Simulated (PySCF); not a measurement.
Rows and methods have been separated. Pair them.

Compound: C3H10OSi.
Z-matrix (Å and degrees, PBE0-D3(BJ)/def2-SVP geometry), rows numbered from 1:
```
C 
C   1  1.5211
C   2  1.5283  1  113.70
Si  3  1.8772  2  114.09  1  -179.83
O   4  1.6723  3  111.90  2   -58.52
H   1  1.1017  2  111.04  3    60.11
H   1  1.1011  2  111.71  3  -179.65
H   1  1.1018  2  111.09  3   -59.35
H   2  1.1048  1  109.30  3   122.03
H   2  1.1051  1  109.33  3  -122.70
H   3  1.1048  2  110.17  1    58.33
H   3  1.1059  2  110.42  1   -58.25
H   4  1.5014  3  108.88  2    63.29
H   4  1.4899  3  110.48  2  -176.13
H   5  0.9607  4  116.39  3    75.28
```

The closed-shell ground state was solved 7 times with PySCF (density fitting, gas phase), always with PBE0, in these basis sets: 6-311+G(2d,p), 6-31G, 6-31G*, IGLO-III, cc-pVTZ, def2-SVP and def2-TZVP.

| row | total energy (Eh) | HOMO (eV) | LUMO (eV) | dipole (D) |
| --- | --- | --- | --- | --- |
| P | -484.7149 | -7.83 | 0.99 | 1.78 |
| Q | -484.5094 | -7.95 | 0.98 | 1.70 |
| R | -484.6219 | -7.85 | 0.86 | 2.25 |
| S | -484.8439 | -8.06 | 0.24 | 1.67 |
| T | -484.8184 | -8.08 | -0.15 | 1.76 |
| U | -484.8363 | -8.05 | 0.37 | 1.71 |
| V | -484.8324 | -8.01 | 0.52 | 1.65 |

Task: Which basis belongs to which row?

Result: P = 6-31G*, Q = def2-SVP, R = 6-31G, S = IGLO-III, T = 6-311+G(2d,p), U = def2-TZVP, V = cc-pVTZ. From the lowest total energy up: IGLO-III (284 functions) 0 eV; def2-TZVP (221 functions) +0.21 eV; cc-pVTZ (294 functions) +0.31 eV; 6-311+G(2d,p) (203 functions) +0.69 eV; 6-31G* (94 functions) +3.51 eV; 6-31G (69 functions) +6.04 eV; def2-SVP (124 functions) +9.10 eV.

One conformer stands for the species.
